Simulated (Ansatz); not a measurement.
System: C$_{4}$H$_{5}$GeO, charge 0, multiplicity 2. It need not be the lowest isomer of its formula. 
Geometry from a B3LYP-D3(BJ)/def2-TZVP (Ansatz, a first-principles code) optimisation:
```xyz
11

Ge     1.5520     0.0854    -0.0125
C     -0.3856     0.1187    -0.0497
C     -1.3141     1.0307    -0.4057
C     -2.6249     0.5204    -0.2297
C     -2.4160    -0.7359     0.2471
O     -1.0888    -1.0075     0.3665
H      2.0728    -1.0398    -0.9207
H      2.0305     1.4503    -0.5217
H      2.0430    -0.1548     1.4238
H     -3.5702     0.9966    -0.4215
H     -3.0852    -1.5274     0.5375
```
Charge 0, spin multiplicity 2.

Total electronic energies in hartree. Cores are frozen in the correlated levels unless marked. UHF or UKS for open shells. Spin-orbit coupling is left out. Frozen are the shells of the preceding noble gas and the d and f shells that filled before the atom's block. No relativistic terms. CBS marks a two-point X^-3 extrapolation of the correlation energy; Hartree-Fock from the larger set. The bracket is a focal-point correction in the basis named.

The UHF reference is spin-contaminated (<S^2> 0.33 over the pure value in the largest basis). 

| level | program | energy (Eh) |
|---|---|---|
| HF/cc-pVTZ | Ansatz | -2304.61601 |
| RI-HF/cc-pVQZ | Ansatz | -2304.63472 |
| BLYP-D3(BJ)/def2-TZVPD | Ansatz + dftd3 | -2307.61474 |
| BLYP/def2-TZVPD | Ansatz | -2307.59447 |
| revPBE-D3(BJ)/def2-TZVPD | Ansatz + dftd3 | -2307.41542 |
| revPBE/def2-TZVPD | Ansatz | -2307.39225 |
| PBE0-D3(BJ)/def2-TZVP | Ansatz + dftd3 | -2307.09360 |
| PBE0/def2-TZVPD | Ansatz | -2307.08670 |
| PBE0/def2-QZVPP | Ansatz | -2307.14365 |
| BHLYP-D4/def2-TZVPD | Ansatz + dftd4 | -2307.46991 |
| HSE06/def2-TZVPD | Ansatz | … |
| CAM-B3LYP/def2-TZVPD | Ansatz | -2307.62250 |
| wB97X-V/def2-TZVPD | Ansatz | -2307.35274 |
| B2GP-PLYP/def2-TZVPD | Ansatz | -2306.81485 |
| SCS-MP2/6-31G* | Ansatz | -2304.89708 |
| SCS-MP2/cc-pVTZ | Ansatz | -2305.52572 |
| SCS-MP2/cc-pVQZ | Ansatz | -2305.61357 |
| CCSD/6-31G* | Ansatz | -2304.97753 |
| CCSD(T)/6-31G* | Ansatz | -2305.01011 |
| CCSD(T)/cc-pVDZ | Ansatz | -2305.32414 |
| CCSD(T)/cc-pVTZ | Ansatz | -2305.63981 |
| RI-MP2/CBS(cc-pVTZ,cc-pVQZ)+[CCSD(T)-MP2]/cc-pVQZ | Ansatz | -2305.7628 |
| CCSD(T)/CBS(cc-pVTZ,cc-pVQZ) | Ansatz | -2305.7590 |

Complete the blanks.


- HSE06/def2-TZVPD, energy (Eh): -2307.07514
